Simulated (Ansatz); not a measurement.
Harmonic frequencies (cm⁻¹) at PBE0-D4/def2-TZVP from Ansatz: 154, 167, 229, 466, 582, 588, 644, 684, 715, 794, 926, 1014, 1044, 1158, 1302, 1408, 1922, 1959, 2608, 3606, 3824.

Each molecule was computed in one conformer, which needn't be the lowest.

(1) Which molecule is it?
A. `C=C1[SiH2]C1=O`
B. `F[C@H]1[SiH2][C@@H]1Cl`
C. `OB[NH][AlH2]`
D. `B[O][AlH][NH2]`

Answers

(1) C.
